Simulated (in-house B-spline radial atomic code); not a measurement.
A run on an ion of nuclear charge 66 with 66.4 electrons that did not converge. Method: scalar-relativistic (X2C) TPSSh, spin-polarised, spherical fractional occupations, Fermi nucleus of rms radius 5.2218 fm; computed with a B-spline radial code for spherical atoms.

Command:
```bash
python run_scf.py task.json out
```
Settings (nuclear radius in fm, mass in u):
```
Z                66
configuration    [Xe] 4f10.4 6s2
hamiltonian      x2c
method           tpssh
spin_polarised   True
nucleus          fermi
rms_radius       5.2218
atomic_mass      163.92918
speed_of_light   137.035999084
```

First and last ten iterations of the last attempt (damped for 15 steps, keeping 80 % of the old Fock matrix, then DIIS):
```
 iter        energy (Eh)    residual
    1      -12151.318260    2.20e-01
    2      -12145.707500    5.59e-01
    3      -12152.267240    3.09e-01
    4      -12154.962418    1.56e-01
    5      -12155.895581    8.98e-02
    6      -12156.173574    4.88e-02
    7      -12156.259262    3.05e-02
    8      -12156.294843    2.27e-02
    9      -12156.314169    1.66e-02
   10      -12151.692539    2.07e-01
  111      -12156.260267    3.17e-02
  112      -12130.319206    4.15e-01
  113      -12156.264527    3.03e-02
  114      -12156.272692    2.83e-02
  115      -12156.283714    2.56e-02
  116      -12156.292081    2.33e-02
  117      -12156.297292    2.19e-02
  118      -12156.299283    2.13e-02
  119      -12151.464753    2.06e-01
  120      -12151.559340    2.03e-01
 not converged after 120 iterations
```

The smallest residual met was 1.7e-02; the threshold is about 7e-07. No energy from this run should be used. The likely cause: this method binds the added charge weakly or not at all at the basis-set limit, so charge moves back and forth between the atom and the box. Time taken, with all properties: 11 s on 1 thread of Arm Neoverse N1, on a shared host.
